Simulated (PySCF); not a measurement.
CH6AlBO4, SMILES OB(O)[CH2][Al]([OH])[OH].

Geometry: PBE0-D3(BJ)/def2-SVP. The structure was generated by enumeration; whether it is a known compound was not checked. Other conformers were not sampled.

Vertical ionisation energy (IE) and electron affinity (EA) in eV. Rows of orbital energies are one-electron estimates. Where ΔSCF, EOM or ADC give a negative EA the extra electron is unbound and the value depends on the basis.

| level | IE | EA |
|---|---|---|
| −ε(HOMO), −ε(LUMO), M06-2X/def2-TZVP (PySCF) | 9.58 | -0.14 |
| −ε(HOMO), −ε(LUMO), PBE/def2-TZVP (PySCF) | 6.91 | 1.20 |
